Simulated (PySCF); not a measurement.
Computed IR spectrum (relative IR intensity) of a molecule CH10N2Si2. Coordinates come from a B3LYP-D3(BJ)/def2-SVP optimisation. The values are those of a single conformer. Calculation: B3LYP-D3(BJ)/def2-SVP (PySCF). Frequencies are harmonic and unscaled.

```csv
ν (cm⁻¹),relative intensity
280,3.9
329,8.3
530,16
557,12
724,23
770,13
809,37
860,74
920,90
935,21
962,60
970,17
992,26
1015,38
1097,2.1
1216,100
1636,5.6
2164,49
2183,67
2206,46
2217,7.9
2228,55
2958,21
3062,4.6
3501,26
```

**Question.** Identify the compound among the candidates.
A) NC[SiH2]N[SiH3]
B) CN[Si@H](N)[SiH3]
C) CN[SiH2]N[SiH3]
D) CN[SiH2][SiH2]N

**Answer.** A, NC[SiH2]N[SiH3]
